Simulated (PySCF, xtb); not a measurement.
C3H9NSi2, SMILES CC1=C[SiH2]N[SiH2]1.

Harmonic wavenumbers (cm⁻¹) from xtb 6.7.1 with GFN2-xTB at its own minimum, in rising order: 100, 123, 177, 276, 321, 355, 374, 423, 485, 512, 532, 537, 606, 629, 660, 785, 796, 816, 821, 841, 918, 1015, 1019, 1132, 1143, 1267, 1396, 1482, 1487, 1630, 2180, 2189, 2209, 2216, 2991, 3003, 3009, 3011, 3514.

Task: What does PBE-D3(BJ)/def2-SVP (PySCF 2.14.0) give at its own minimum? (An estimate is asked for; the answer gives what the named calculation found.)

Result: 124, 139, 181, 265, 279, 323, 390, 423, 571, 573, 624, 649, 664, 685, 711, 785, 820, 858, 906, 955, 964, 984, 1001, 1068, 1091, 1215, 1331, 1396, 1400, 1581, 2115, 2118, 2125, 2135, 2951, 3025, 3048, 3054, 3563. Paired by order, the mean absolute difference is 51 cm⁻¹ and the zero-point energies are 67.2 and 67.3 kcal/mol.
